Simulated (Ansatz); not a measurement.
A structure relaxed at PBE0-D4/def2-TZVP, charge 0, multiplicity 1:

```xyz
14

Si   -1.380    1.321    1.295
Ge    0.229    0.358   -0.177
Si    1.883   -0.944    0.943
Si   -0.740   -0.746   -2.055
Cl    1.322    2.062   -1.020
H    -2.176    0.230    1.919
H    -0.684    2.094    2.355
H    -2.283    2.216    0.527
H     1.229   -2.133    1.552
H     2.520   -0.129    2.008
H     2.909   -1.391   -0.034
H    -1.507   -1.928   -1.575
H     0.334   -1.195   -2.977
H    -1.657    0.185   -2.761
```

Problem. Give its formula and SMILES.

Solution. ClGeH9Si3, `[SiH3][Ge]([SiH3])([SiH3])[Cl]`.

Problem. Point group (tolerance 0.08 Å, 0.16 Å for H)?

Solution. C3v.

Problem. Summarise the bond lengths by kind.

Solution. 3 × Ge–Si 2.384 Å; 9 × H–Si 1.485 to 1.488 Å; 1 × Cl–Ge 2.193 Å.

Computed with Ansatz.
